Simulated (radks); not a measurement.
The gadolinium ion Gd3+, configuration [Xe] 4f7. Calculated with a radial shooting solver on a logarithmic mesh with Libxc functionals: scalar-relativistic Kohn-Sham, LDA (Slater exchange, Perdew-Zunger correlation), spin-polarised, spherical densities, finite nucleus; open shells are filled with parallel spins first (spin-orbit coupling, left out, can overturn this in heavy ions); Fermi nuclear charge, rms radius 5.1569 fm.

Local quantities along the radius. ELF = 1/(1 + alpha^2) is the electron localisation function; alpha = (tau - tau_W)/tau_unif compares the Pauli kinetic energy density with that of the uniform gas (summed over spins); -r V(r) is the screened charge that the Kohn-Sham potential of spin up presents (atomic units); r v_xc is r times the local exchange-correlation potential of spin up (hartree bohr). tau is taken from the large components.

r (bohr),ELF,alpha,-r V(r),r v_xc
0.0007837,0.999,0.02379,63.72,-0.05485
0.001045,0.999,0.02402,63.62,-0.07077
0.001394,0.999,0.02486,63.50,-0.09097
0.001859,0.999,0.02655,63.32,-0.1163
0.00248,0.999,0.02946,63.09,-0.1478
0.003308,0.999,0.03429,62.79,-0.1861
0.004447,0.998,0.04267,62.37,-0.2329
0.005931,0.997,0.05698,61.84,-0.2853
0.007911,0.993,0.08368,61.14,-0.3422
0.01055,0.981,0.1382,60.24,-0.3999
0.01407,0.936,0.2606,59.09,-0.4524
0.01877,0.769,0.5482,57.66,-0.4947
0.02503,0.453,1.099,55.86,-0.5311
0.03339,0.329,1.430,53.67,-0.5861
0.04453,0.504,0.9916,51.02,-0.6849
0.0594,0.721,0.6215,47.86,-0.8027
0.07986,0.688,0.6734,44.09,-0.8825
0.1065,0.399,1.226,39.94,-0.9127
0.1421,0.412,1.194,35.38,-1.005
0.1895,0.707,0.6441,30.55,-1.157
0.2527,0.659,0.7201,25.70,-1.180
0.3371,0.236,1.801,20.96,-1.114
0.4496,0.544,0.9155,16.41,-1.274
0.5996,0.725,0.6159,12.28,-1.404
0.7997,0.472,1.058,9.021,-1.313
1.067,0.354,1.351,6.696,-1.203
1.423,0.624,0.7759,5.157,-1.146
1.913,0.624,0.7761,4.224,-0.9707
2.551,0.258,1.694,3.714,-0.6781
3.402,0.017,7.571,3.373,-0.3708
4.538,0.000,79.16,3.147,-0.1466

On this mesh the ELF has minima near r = 0.033, 0.12, 0.34, 0.92 bohr, which separate the shells, and maxima near 0.069 (0.74), 0.22 (0.74), 0.60 (0.72), 1.7 (0.67).
